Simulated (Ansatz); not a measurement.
Program: Ansatz. Geometries: PBE0-D4/def2-TZVP. ΔE: electronic, gas phase. CCSD(T)/CBS adds triple-zeta CCSD(T) − MP2 to the extrapolated MP2 energy (def2 sets, frozen cores). This one scheme is used for every species. DFT in def2-TZVPP. B3LYP here is the variant with VWN-RPA as its local correlation; programs differ in this. HSE06 is defined as in plane-wave codes. One conformer a species, not always the lowest.

Consider the cleavage of the Si–B bond: `N[SiH](Cl)BF` + CH₃SH → `CS[SiH](N)Cl` + `BF`.

```tsv
level	ΔE (kJ/mol)	difference from CCSD(T)/CBS
LDA (SPW92)	-83.7	11.3
PBE-D4	-84.1	10.9
revPBE-D4	-87.7	7.3
BLYP-D4	-87.7	7.3
r2SCAN-D4	-92.3	2.7
PBE0-D4	-89.3	5.7
B3LYP-D4	-90.9	4.1
r2SCAN0-D4	-95.1	-0.1
HSE06-D4	-89.1	5.9
BHLYP-D4	-96.3	-1.3
CAM-B3LYP-D4	-89.8	5.2
ωB97X-V	-89.6	5.4
ωB97M-V	-95.1	-0.1
PBE-QIDH	-95.1	-0.1
PBE	-77.9	17.1
revPBE	-74.3	20.7
BLYP	-74.9	20.1
r2SCAN	-90.7	4.3
PBE0	-83.7	11.3
B3LYP	-80.8	14.2
r2SCANh	-91.7	3.3
r2SCAN0	-93.1	1.9
HSE06	-83.8	11.2
BHLYP	-87.4	7.6
CAM-B3LYP	-83.9	11.1
LC-ωPBE	-85.0	10.0
RPA@PBE/def2-TZVPP	-86.0	9.0
HF/def2-SVP	-87.2	7.8
CCSD/def2-SVP	-85.0	10.0
CCSD(T)/def2-SVP	-85.8	9.2
HF/def2-TZVPP	-89.1	5.9
MP2/def2-TZVPP	-104.3	-9.3
SCS-MP2/def2-TZVPP	-97.9	-2.9
CCSD/def2-TZVPP	-89.1	5.9
CCSD(T)/def2-TZVPP	-91.2	3.8
HF/def2-QZVPP	-89.2	5.8
MP2/def2-QZVPP	-106.6	-11.6
HF/CBS(def2)	-89.2	5.8
MP2/CBS(def2)	-108.1	-13.1
CCSD/CBS(def2)	-92.9	2.1
CCSD(T)/CBS	-95.0	0
```

**Question.** What do rigid-rotor, harmonic-oscillator terms from PBE0-D4/def2-TZVP frequencies (298.15 K, 1 bar) make of the CCSD(T)/CBS value? (An estimate is asked.)

**Answer.** Computed: ΔZPE = +1.0 kJ/mol, ΔH = -93.4 kJ/mol, ΔS = -13 J/(mol·K), ΔG = -89.4 kJ/mol.

Largest T1 diagnostic among the species: 0.013.

From PBE to PBE0 (25 % exact exchange), in def2-TZVPP and without D4, ΔE moves by −5.9 kJ/mol. At CCSD(T), def2-SVP lies +9.2 kJ/mol from the extrapolated value and def2-TZVPP +3.8 kJ/mol. The D4 term adds −10.1 kJ/mol with B3LYP and −5.5 kJ/mol with PBE0; it sums over pairs of atoms, weighted by their polarisabilities, and B3LYP, whose exchange is more repulsive, gets the larger term.
